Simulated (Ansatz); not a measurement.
A made-up structure of InH2Se (charge -1), closed shell:

| atom | x (Å) | y (Å) | z (Å) |
| --- | --- | --- | --- |
| Se1 | -2.1077 | 0.7679 | -1.3111 |
| In2 | 0.0834 | -0.0304 | 0.0519 |
| H3 | 0.8025 | -1.8795 | 0.0820 |
| H4 | 1.2219 | 1.1419 | 1.1773 |

It is relaxed with PBE-D4/def2-SVPD and then PBE0-D4/def2-TZVPD (Ansatz 0.2.0). Atoms count as bonded within 1.22 times the sum of their covalent radii (H–H: 0.88 Å). The end point is not checked to be a true minimum.

Problem. Does its bonding change? (Judge from chemistry; the calculation decides.)

Solution. The calculation gives: No: no bond forms or breaks.

Where it ends: The first stage lowers the energy by 0.53 eV in 5 steps. It ends as InH₂Se ([Se][InH2]), total charge -1:
```xyz
4
angstrom
Se -1.8817 0.6856 -1.1706
In 0.0744 -0.0271 0.0463
H 0.7164 -1.6780 0.0732
H 1.0909 1.0195 1.0511
```

Labels in which every atom is bracketed show which atoms are joined, not bond orders.

For scale, one of the runs: PBE0-D4/def2-TZVPD relaxation, 131 basis functions, launched by `ansatz run in.yaml --threads 2 --pin off --events-out ev --progress --plain --max-ram 4352MiB`. The run took about 15 s on 2 CPU threads of an Arm Neoverse V2 (shared host).
